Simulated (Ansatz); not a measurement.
(HGaPH)3 ring (Ga3P3H6). Total charge 0; triplet. Geometry PBE0-D4/def2-SVP, that of the neutral singlet; atoms count from 1.

Cartesian coordinates in Å:
```
Ga 0.9763 -1.5599 0.7480
H 0.9017 -1.9412 2.2707
P 2.5594 0.0220 0.1566
Ga 0.8901 1.6475 0.2900
H 1.1790 3.1045 -0.2145
P -1.1509 1.1545 1.2511
Ga -1.8249 -0.3596 -0.3568
H -3.0852 -0.0496 -1.2379
P -0.7044 -2.3906 -0.6098
H 2.3563 -0.0129 -1.2635
H -1.8946 2.2974 0.8323
H -0.2026 -1.9122 -1.8662
```

At PBE0-D4/def2-TZVP a singlet of charge 0 lies 3.30 eV below the triplet at the same geometry.

(1) Estimate the Mulliken populations from the PBE0/def2-TZVP orbitals of Ansatz.

(2) Where does the spin sit?

(3) And the Mayer bond orders between bonded heavy atoms (over 0.3)?

## Answers

(1) 
```
atom  charge (e)  spin (α − β)
 Ga1        0.26          0.01
  H2       -0.06          0.01
  P3       -0.23          0.22
 Ga4        0.03          0.56
  H5       -0.02          0.01
  P6       -0.09          0.75
 Ga7        0.09          0.47
  H8       -0.04         -0.01
  P9       -0.28         -0.01
 H10        0.11          0.00
 H11        0.12         -0.01
 H12        0.10          0.00
```
Mulliken values and Mayer orders depend strongly on the basis.

(2) Summed by element: Ga 1.04, H 0.00, P 0.96, of 2 unpaired in all. Largest on single atoms: P6 0.75, Ga4 0.56, Ga7 0.47.

(3) Ga1–P3 0.92 (2.31 Å); Ga1–P9 1.02 (2.31 Å); P3–Ga4 0.97 (2.33 Å); Ga4–P6 0.82 (2.31 Å); P6–Ga7 0.83 (2.31 Å); Ga7–P9 0.95 (2.33 Å). Values over 0.3 also appear between atoms too far apart for a bond (Ga4–Ga7 0.42 at 3.44 Å); they arise where an orbital or an unpaired electron spreads over both atoms.
